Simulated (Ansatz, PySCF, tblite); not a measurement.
Breaking a bond: GeMg, lowest singlet found (which spin is the ground state isn't settled by this scan).

- RKS-LDA (SVWN5)/6-31G* = restricted LDA (SVWN5)/6-31G*, spherical d (PySCF)
- RHF/aug-cc-pVDZ (Ansatz, an electronic-structure program)
- RKS-CAM-B3LYP = Ansatz with restricted CAM-B3LYP/aug-cc-pVDZ
- GFN2-xTB, 300 K electronic temperature (tblite)

Energies are in kcal/mol, each relative to the lowest point of its own curve between 2.15 and 3.11 Å, where full CI is lowest.

| R / Å | RKS-LDA (SVWN5)/6-31G* | RHF | RKS-CAM-B3LYP | GFN2-xTB |
|---|---|---|---|---|
| 1.86 | 69.0 | 84.8 | 73.1 | 115.4 |
| 2.03 | 30.9 | 41.6 | 33.7 | 32.4 |
| 2.15 | 15.5 | 23.3 | 17.6 | 10.3 |
| 2.27 | 6.4 | 11.9 | 7.9 | 1.7 |
| 2.35 | 2.9 | 7.0 | 4.0 | 0.0 |
| 2.49 | 0.2 | 2.1 | 0.5 | 1.0 |
| 2.55 | 0.0 | 1.0 | 0.1 | 2.4 |
| 2.62 | 0.3 | 0.3 | 0.0 | 4.4 |
| 2.71 | 1.4 | 0.0 | 0.6 | 7.5 |
| 2.84 | 3.9 | 0.4 | 2.1 | 12.4 |
| 2.98 | 7.2 | 1.3 | 4.4 | 17.9 |
| 3.11 | 10.6 | 2.4 | 6.6 | 22.8 |
| 3.28 | 14.9 | 3.8 | 9.4 | 28.9 |
| 3.53 | 20.8 | 5.5 | 12.9 | 36.8 |
| 3.82 | 26.4 | 7.0 | 15.9 | 42.5 |
| 4.18 | 31.4 | 8.0 | 18.3 | 46.8 |
| 4.59 | 34.9 | 8.7 | 19.8 | 50.5 |
| 5.13 | 37.3 | 9.1 | 20.6 | 54.0 |
| 5.70 | 38.5 | 9.2 | 20.9 | 55.9 |
| 6.57 | 39.1 | 9.3 | 21.0 | 56.9 |
| 7.56 | 39.2 | 9.3 | 21.1 | 57.1 |
| 8.80 | 39.2 | 9.3 | 21.1 | 57.2 |

At the longest distance, 8.80 Å, GFN2-xTB lies highest above its minimum (57.2 kcal/mol) and RHF lowest (9.3 kcal/mol).

The restricted form behind RKS-LDA (SVWN5)/6-31G*, RHF, RKS-CAM-B3LYP keeps the bonding electrons paired and can't separate into open-shell fragments.
